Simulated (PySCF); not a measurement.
# Stretching BiO

Set-up: Bi aug-cc-pVDZ-PP with ECP60, O aug-cc-pVDZ; scalar-relativistic core potentials (PySCF 2.14). Energies in eV from Bi + O in their ground configurations at the same level. All curves are PBE0. state 1: ²Π (doublet), unpaired electrons π ↑; state 2: ⁴Π (quartet), unpaired electrons π ↑↑↑, a second solution, started from another occupation; state 3: Ms = 0.5 determinant of mixed spin (⟨S²⟩ near 1.8), unpaired electrons π ↑↑↓, a mixture of terms (⟨Lz²⟩ = 3.0), a second solution, started from another occupation; state 4: sextet, unpaired electrons σ ↑↑, π ↑↑↑, a second solution, started from another occupation.

```
R (Å)  state 1  state 2  state 3  state 4
1.670   -1.391    2.147    2.545   9.2340
1.748   -2.384    0.548    0.943   7.3923
1.825   -2.912   -0.540   -0.147   5.9686
1.884   -3.086   -1.102   -0.712   5.1067
1.942   -3.120   -1.499   -1.112   4.3797
2.000   -3.055   -1.764   -1.379   3.7632
2.078   -2.899   -1.960   -1.578   3.0807
2.175   -2.657   -2.022   -1.645   2.4013
2.292   -2.332   -1.919   -1.550   1.7797
2.447   -1.886   -1.614   -1.259   1.1901
```

Question: Put a parabola through the three lowest points of the state 2 curve and estimate Re, k and ωe (reduced mass 14.86 u; 1 eV/Å² = 0.16022 mdyn/Å; ωe = 1302.8·√(k/μ) cm⁻¹).

Answer: Through R = 2.078, 2.175, 2.292 Å the second-order coefficient is 7.10 eV/Å², so Re ≈ 2.172 Å, k ≈ 2.28 mdyn/Å and ωe ≈ 510 cm⁻¹. A polynomial fit of higher order to the unrounded PBE0 energies gives Re = 2.163 Å, k = 2.43 mdyn/Å, ωe = 527 cm⁻¹; anharmonicity and rounding make the difference.

The higher-order fit for each curve: state 2: Re = 2.163 Å, ωe = 527 cm⁻¹, minimum 2.02 eV below the ground-state fragments; state 3: Re = 2.167 Å, ωe = 521 cm⁻¹, minimum 1.65 eV below the ground-state fragments. State 1 gave no clean fit. State 4 gave no clean fit.

⟨S²⟩ of the unrestricted solution departs from its pure value on part of the curve, where spin states mix. Spin–orbit coupling is left out, which matters for elements this heavy, above all for dissociation energies. The state was picked by a PBE0 search and need not be the measured ground state.
